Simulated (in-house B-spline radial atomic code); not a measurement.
Radial electron density of As3+, [Ar] 3d10 4s1 4d1. Method: non-relativistic PBE0, spin-polarised, spherical fractional occupations, point nucleus, inside a hard spherical wall at 3.81 bohr. Calculated with a radial B-spline atomic code at the basis-set limit.

Caution: exact exchange at fractional occupations of open shells leaves self-interaction of up to several eV.

Columns: r (bohr), 4πr²n(r) (electrons per bohr), bar.

```
 0.00185   0.9404 #
 0.00223    1.333 #
 0.00269    1.881 ##
 0.00323    2.617 ##
  0.0039     3.65 ###
 0.00469    5.011 #####
 0.00565    6.827 ######
 0.00681    9.188 #########
  0.0082    12.16 ###########
 0.00988     15.8 ###############
  0.0119    20.08 ###################
  0.0143    24.78 #######################
  0.0173    29.83 ############################
  0.0208    34.38 ################################
  0.0251    38.02 ####################################
  0.0302    39.97 ######################################
  0.0363     39.9 ######################################
  0.0438    37.92 ####################################
  0.0527    35.06 #################################
  0.0635    32.92 ###############################
  0.0765    33.28 ###############################
  0.0922    36.87 ###################################
   0.111    42.38 ########################################
   0.134    46.73 ############################################
   0.161    46.47 ############################################
   0.194    40.65 ######################################
   0.234    31.99 ##############################
   0.281     25.8 ########################
   0.339    25.06 ########################
   0.408    28.39 ###########################
   0.492     30.8 #############################
   0.593     28.4 ###########################
   0.714     21.6 ####################
    0.86     13.6 #############
    1.04    7.246 #######
    1.25    3.746 ####
     1.5    2.208 ##
    1.81    1.574 #
    2.18    1.164 #
    2.63   0.6853 #
    3.16   0.2233 
    3.77 0.0008626
```

On this grid the curve has 3 maxima, near 0.0302, 0.134, 0.492 bohr.

The 4d up radial function P(r) = rR(r), positive near the nucleus:

```csv
r (bohr),P
0.0208,0.001339
0.0302,0.003716
0.0438,0.009863
0.0635,0.02471
0.0922,0.05745
0.134,0.1204
0.194,0.2175
0.281,0.3268
0.408,0.3818
0.593,0.2933
0.86,0.02336
1.25,-0.3865
1.81,-0.7535
2.63,-0.7016
3.77,-0.02708
```
